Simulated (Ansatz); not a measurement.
Ge7BNH16⁻, a doped cluster cut from the lattice of germanium (B and N 4.0 A apart). The state is a doublet with charge -1. Geometry PBE0-D4/def2-SVP, that of the neutral singlet; atoms count from 1.

```xyz
25

Ge   -1.7815    1.6609    0.7702
Ge    1.5386    1.2866    1.3919
Ge   -0.5382   -1.3075    1.9776
Ge   -1.6170   -1.3182   -1.9210
Ge    2.0723   -1.2182   -0.8519
B    -0.3397    0.7454    1.9354
Ge   -1.6385    1.0950   -1.6056
N     1.9103    0.7101   -0.5157
Ge   -0.0721   -2.1952   -0.2553
H    -1.7554    3.2120    0.7871
H    -3.2295    1.2522    1.1393
H     1.9119    2.7817    1.2107
H     2.7855    0.6191    2.0286
H    -1.9554   -1.8416    2.3015
H     0.4435   -2.0747    2.9013
H    -3.0136   -1.9063   -1.6298
H    -1.2070   -1.7395   -3.3502
H     3.2872   -1.5585    0.0342
H     2.5272   -1.2415   -2.3287
H    -0.4627    1.1718    3.0754
H    -2.6832    1.7487   -2.5355
H    -0.2634    1.5682   -2.1855
H     2.7602    1.1793   -0.8364
H     1.1530    1.0830   -1.1039
H     0.1675   -3.7128   -0.4338
```

The highest occupied level of the charge -1 doublet lies above zero (up to 1.93 eV). Energy differences put its binding near zero (0.02 eV; vertical, against the charge 0 singlet, at PBE-D4/def2-SVP), which leaves it undecided.

(1) Estimate the Mulliken populations from the PBE/def2-SVP orbitals of Ansatz.

(2) Where does the spin sit?

(3) And the Mayer bond orders between heavy atoms (over 0.3)?

Answers

(1) 
| atom | charge (e) | spin (α − β) |
| --- | --- | --- |
| Ge1 | 0.13 | 0.01 |
| Ge2 | 0.15 | 0.27 |
| Ge3 | 0.13 | 0.01 |
| Ge4 | 0.05 | 0.03 |
| Ge5 | 0.00 | 0.48 |
| B6 | -0.13 | -0.01 |
| Ge7 | 0.01 | 0.01 |
| N8 | -0.18 | -0.07 |
| Ge9 | 0.01 | 0.04 |
| H10 | -0.10 | 0.00 |
| H11 | -0.10 | 0.00 |
| H12 | -0.11 | -0.01 |
| H13 | -0.10 | 0.00 |
| H14 | -0.11 | 0.01 |
| H15 | -0.10 | 0.00 |
| H16 | -0.08 | 0.01 |
| H17 | -0.08 | 0.00 |
| H18 | -0.08 | 0.00 |
| H19 | -0.09 | -0.01 |
| H20 | -0.10 | 0.01 |
| H21 | -0.09 | 0.02 |
| H22 | -0.08 | 0.00 |
| H23 | 0.04 | 0.13 |
| H24 | 0.09 | 0.05 |
| H25 | -0.08 | 0.01 |
Mulliken values depend strongly on the basis.

(2) Summed by element: Ge 0.86, B -0.01, N -0.07, H 0.23, of 1 unpaired in all. Largest on single atoms: Ge5 0.48, Ge2 0.27, H23 0.13.

(3) Ge1–B6 0.90 (2.07 Å); Ge1–Ge7 0.93 (2.45 Å); Ge2–B6 0.92 (2.03 Å); Ge2–N8 0.60 (2.03 Å); Ge3–B6 0.89 (2.06 Å); Ge3–Ge9 0.90 (2.45 Å); Ge4–Ge7 0.93 (2.43 Å); Ge4–Ge9 0.93 (2.44 Å); Ge5–N8 0.59 (1.96 Å); Ge5–Ge9 0.95 (2.43 Å).
